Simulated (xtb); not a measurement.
I$_{2}$Pb, triplet, at the geometry of the source list (GFN-xTB shapes and energies of metal compounds can be far from the true ones) (the spin is typed, not shown lowest); GFN2-xTB with GBSA(thf) (xtb 6.7.1).

The xtb input:
```
$ xtb mol.xyz --gfn 2 --uhf 2 --gbsa thf --json

# file mol.xyz
3

Pb    -0.00000000     0.00000000     1.14020000
I      1.06170000    -1.85760000    -0.57010000
I     -1.06170000     1.85760000    -0.57010000
```

What the program printed (banner, timings and long lists left out):

```
   ID    Z sym.   atoms
    1   82 Pb     1
    2   53 I      2, 3

           -------------------------------------------------
          |                Calculation Setup                |
           -------------------------------------------------

           -------------------------------------------------
          |                 G F N 2 - x T B                 |
           -------------------------------------------------

      * Solvation model:               GBSA
        Solvent                        thf
        Parameter file                 internal GFN2-xTB/GBSA
        Dielectric constant                7.6000E+00
        Reference state                gsolv [1 M gas/solution]
        Free energy shift                  3.3994E-03 Eh       2.1331E+00 kcal/mol
        Temperature                        2.9815E+02 K
        Density                            8.8300E-01 kg/L
        Solvent mass                       7.2106E+01 g/mol
        Interaction kernel             Still
        Born radius scaling (c1)           1.5128E+00
        Born radii integrator          GBOBC
        Born offset                        6.0704E-04 a0       1.1471E-03 AA
        H-bond correction              true
        Ion screening                  false
        Surface tension                    1.0000E-05 Eh       1.5569E+01 dyn/cm
        Grid points                               230 per atom

          ...................................................
          :                      SETUP                      :
          :.................................................:
          :  # basis functions                  24          :
          :  # atomic orbitals                  22          :
          :  # shells                            8          :
          :  # electrons                        18          :
          :  max. iterations                   250          :
          :  Hamiltonian                  GFN2-xTB          :
          :  restarted?                      false          :
          :  GBSA solvation                   true          :
          :  PC potential                    false          :
          :  electronic temp.          300.0000000     K    :
          :  accuracy                    1.0000000          :
          :  -> integral cutoff          0.2500000E+02      :
          :  -> integral neglect         0.1000000E-07      :
          :  -> SCF convergence          0.1000000E-05 Eh   :
          :  -> wf. convergence          0.1000000E-03 e    :
          :  Broyden damping             0.4000000          :
          :  net charge                          0          :
          :  unpaired electrons                  2          :
          ...................................................

 iter      E             dE          RMSdq      gap      omega  full diag
   1     -9.9490874 -0.994909E+01  0.228E+01    3.82       0.0  T
   2     -9.9614066 -0.123192E-01  0.138E+01    3.50       1.0  T
   3     -9.9621393 -0.732693E-03  0.601E+00    3.42       1.0  T
   4     -9.9625548 -0.415502E-03  0.362E+00    3.45       1.0  T
   5     -9.9627942 -0.239367E-03  0.885E-01    3.43       1.0  T
   6     -9.9628372 -0.430491E-04  0.517E-01    3.43       1.0  T
   7     -9.9628641 -0.269007E-04  0.216E-01    3.42       1.0  T
   8     -9.9628650 -0.851395E-06  0.349E-02    3.42       1.7  T
   9     -9.9628650 -0.285594E-07  0.104E-02    3.42       5.6  T
  10     -9.9628650  0.775538E-08  0.170E-02    3.42       3.4  T
  11     -9.9628649  0.328983E-07  0.153E-02    3.42       3.8  T
  12     -9.9628650 -0.485572E-07  0.319E-04    3.42     181.1  T
  13     -9.9628650 -0.221867E-11  0.936E-05    3.42     616.9  T

   *** convergence criteria satisfied after 13 iterations ***

 transition dipole moment (au) for excitation:           9          10
     X       Y       Z
  -0.0625  -0.0357   0.0000  total (au/Debye):    0.072   0.183
 dE (eV)             :    4.588
 oscillator strength :  0.82314E-03

         :::::::::::::::::::::::::::::::::::::::::::::::::::::
         ::                     SUMMARY                     ::
         :::::::::::::::::::::::::::::::::::::::::::::::::::::
         :: total energy              -9.956650195883 Eh    ::
         :: total w/o Gsasa/hb        -9.947250464677 Eh    ::
         :: gradient norm              0.066047056682 Eh/a0 ::
         :: HOMO-LUMO gap              3.424102099198 eV    ::
         ::.................................................::
         :: SCC energy                -9.962864942485 Eh    ::
         :: -> isotropic ES            0.008335622790 Eh    ::
         :: -> anisotropic ES          0.002305083895 Eh    ::
         :: -> anisotropic XC         -0.007542081841 Eh    ::
         :: -> dispersion             -0.003152565630 Eh    ::
         :: -> Gsolv                  -0.010524557985 Eh    ::
         ::    -> Gelec               -0.001124826779 Eh    ::
         ::    -> Gsasa               -0.012799096263 Eh    ::
         ::    -> Ghb                  0.000000000000 Eh    ::
         ::    -> Gshift               0.003399365057 Eh    ::
         :: repulsion energy           0.006214746602 Eh    ::
         :: add. restraining           0.000000000000 Eh    ::
         :: total charge               0.000000000604 e     ::
         :::::::::::::::::::::::::::::::::::::::::::::::::::::

           -------------------------------------------------
          |                Property Printout                |
           -------------------------------------------------

    * Orbital Energies and Occupations

         #    Occupation            Energy/Eh            Energy/eV
      -------------------------------------------------------------
         1        2.0000           -0.8850646             -24.0838
         2        2.0000           -0.7582663             -20.6335
         3        2.0000           -0.7494436             -20.3934
         4        2.0000           -0.4613468             -12.5539
         5        2.0000           -0.4479978             -12.1906
         6        1.9999           -0.4393921             -11.9565
         7        1.7491           -0.4310493             -11.7294
         8        1.7259           -0.4309351             -11.7263
         9        1.5251           -0.4301054             -11.7038
        10        1.0000           -0.2614826              -7.1153 (HOMO)
        11                         -0.1356492              -3.6912 (LUMO)
        12                         -0.0974399              -2.6515
        13                          0.0001068               0.0029
        14                          0.0028784               0.0783
        15                          0.0033402               0.0909
        16                          0.0037263               0.1014
        17                          0.0087641               0.2385
        18                          0.0174946               0.4761
        19                          0.0364591               0.9921
        20                          0.0837425               2.2787
        21                          0.3043196               8.2810
        22                          0.4245652              11.5530
      -------------------------------------------------------------
                  HL-Gap            0.1258334 Eh            3.4241 eV
             Fermi-level           -0.3142880 Eh           -8.5522 eV

     #   Z          covCN         q      C6AA      α(0)
     1  82 Pb       1.846     0.272   435.976    43.544
     2  53 I        0.934    -0.136   381.972    33.738
     3  53 I        0.934    -0.136   381.972    33.738

 Mol. C6AA /au·bohr⁶  :       3578.685115
 Mol. C8AA /au·bohr⁸  :     404084.560522
 Mol. α(0) /au        :        111.020370

Wiberg/Mayer (AO) data.
largest (>0.10) Wiberg bond orders for each atom

 ---------------------------------------------------------------------------
     #   Z sym  total        # sym  WBO       # sym  WBO       # sym  WBO
 ---------------------------------------------------------------------------
     1  82 Pb   1.264 --     2 I    0.632     3 I    0.632
     2  53 I    0.711 --     1 Pb   0.632
     3  53 I    0.711 --     1 Pb   0.632
 ---------------------------------------------------------------------------

Topologies differ in total number of bonds
Writing topology from bond orders to xtbtopo.mol

molecular dipole:
                 x           y           z       tot (Debye)
 q only:        0.000      -0.000       0.881
   full:        0.000      -0.000       2.132       5.419
molecular quadrupole (traceless):
                xx          xy          yy          xz          yz          zz
 q only:        0.108       2.878      -3.283      -0.000       0.000       3.176
  q+dip:        2.253      10.050      -9.587      -0.000       0.000       7.334
   full:       -0.646       6.990      -8.880      -0.000       0.000       9.526

           -------------------------------------------------
          | TOTAL ENERGY               -9.956650195883 Eh   |
          | GRADIENT NORM               0.066047056682 Eh/α |
          | HOMO-LUMO GAP               3.424102099198 eV   |
           -------------------------------------------------

normal termination of xtb
```
